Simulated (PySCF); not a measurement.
B(vinyl)(OMe)(NH2) (C3H8BNO), SMILES C=CB(N)OC. Atoms are numbered in the order given.

```xyz
14

B     -0.4117    -0.0324     0.0000
C     -0.3720    -1.5992     0.0000
C      0.7728    -2.2924     0.0000
H     -1.3140    -2.1647     0.0000
H      0.8023    -3.3875     0.0000
H      1.7366    -1.7717     0.0000
O      0.7907     0.6295     0.0000
C      0.8626     2.0211     0.0000
H      0.3858     2.4631    -0.8952
H      1.9206     2.3227     0.0000
H      0.3858     2.4631     0.8952
N     -1.6429     0.6565     0.0000
H     -2.5257     0.1665     0.0000
H     -1.7389     1.6620     0.0000
```
Charge 0, spin multiplicity 1.

Geometry: PBE0-D3(BJ)/def2-SVP. Other conformers were not sampled.

Two levels are set side by side: PBE/pcSseg-1 (PySCF) and HF/pcSseg-1 (PySCF). GIAO shifts against BF3 (¹¹B), H2O (¹⁷O), NH3 (¹⁵N), TMS (¹H), TMS (¹³C) at the same level; non-relativistic, no solvent, atoms listed together averaged. Differences are taken from unrounded values.

```
quantity                    HF
-----------------------  -----
δ(¹¹B) of B1 (ppm)        17.4
δ(¹³C) of C2 (ppm)       140.0
δ(¹³C) of C3 (ppm)       147.4
δ(¹H) of H4 (ppm)         5.97
δ(¹⁷O) of O7 (ppm)        38.6
δ(¹³C) of C8 (ppm)        48.5
δ(¹⁵N) of N12 (ppm)       58.6
δ(¹H) of H13, H14 (ppm)   2.69
```

Question: What does PBE give, and how far is it from HF? (An estimate is asked for; the answer gives what the named calculation found.)

Answer: 
| quantity | PBE | PBE minus HF |
|---|---|---|
| δ(¹¹B) of B1 (ppm) | 12.6 | -4.8 |
| δ(¹³C) of C2 (ppm) | 142.3 | 2.3 |
| δ(¹³C) of C3 (ppm) | 141.1 | -6.3 |
| δ(¹H) of H4 (ppm) | 6.21 | 0.24 |
| δ(¹⁷O) of O7 (ppm) | 87.5 | 48.9 |
| δ(¹³C) of C8 (ppm) | 54.0 | 5.5 |
| δ(¹⁵N) of N12 (ppm) | 79.0 | 20.4 |
| δ(¹H) of H13, H14 (ppm) | 2.75 | 0.06 |

Rough cost on one machine, each run with all the roots and properties that it gave: HF against PBE within a factor of 2.
